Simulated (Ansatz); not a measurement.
One change: `CO[SiH2]CN` becomes `CO[SiH2]C[SiH3]`.

Ansatz, PBE0-D4/def2-TZVP geometries, multiplicity 1. Each molecule was computed in one conformer, which needn't be the lowest.

| property | `CO[SiH2]CN` |
| --- | --- |
| HOMO energy (PBE/def2-TZVPP) / eV | -5.44 |
| LUMO energy (PBE0/def2-TZVPP) / eV | 0.78 |
| HOMO energy (PBE0/def2-TZVPP) / eV | -6.90 |
| HOMO energy (B3LYP/def2-TZVPP) / eV | -6.68 |
| LUMO energy (PBE/def2-TZVPP) / eV | -0.08 |
| size of the dipole moment (B3LYP/def2-TZVPP) / D | 1.94 |

Task: Give the same properties after the change, and the shifts. (An estimate is asked.)

Result: The calculation gave: 
```csv
property,`CO[SiH2]C[SiH3]`,shift
HOMO energy (PBE/def2-TZVPP) / eV,-6.57,-1.13
LUMO energy (PBE0/def2-TZVPP) / eV,0.37,-0.41
HOMO energy (PBE0/def2-TZVPP) / eV,-8.08,-1.18
HOMO energy (B3LYP/def2-TZVPP) / eV,-7.87,-1.19
LUMO energy (PBE/def2-TZVPP) / eV,-0.49,-0.41
size of the dipole moment (B3LYP/def2-TZVPP) / D,0.93,-1.01
```

With PBE0 the HOMO falls by 1.18 eV and the LUMO falls by 0.41 eV, so the gap widens by about 0.77 eV. PBE moves the HOMO by -1.13 eV and ωB97M-V by -1.19 eV. Dipoles are sizes alone; their direction can turn.

B3LYP here is the variant with VWN-RPA as its local correlation; programs differ in this.
